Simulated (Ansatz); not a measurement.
Z-matrix (Å, degrees):
```
B
S 1 1.8009
H 2 1.3387 1 98.91
S 1 1.8028 2 126.00 3 -0.03
H 4 1.3379 1 98.15 2 0.03
S 1 1.8053 2 118.77 3 179.97
H 6 1.3396 1 97.45 2 0.06
```
Charge 0, spin multiplicity 1.

Method: frozen-core CCSD(T)/cc-pVTZ // CAM-B3LYP-D3(BJ)/def2-TZVP run with Ansatz (a program for electronic structure).

| Property | Result |
|---|---|
| HF energy | -1219.17265 Ha |
| MP2 correlation energy | -0.63192 Ha |

Task: Estimate the CCSD correlation energy, the (T) correction, the total energy and the T1 diagnostic.

Result: 
| Quantity | Result |
|---|---|
| CCSD correlation energy | -0.68414 Ha |
| (T) correction | -0.03367 Ha |
| CCSD(T) total energy | -1219.89046 Ha |
| T1 diagnostic | 0.013 |
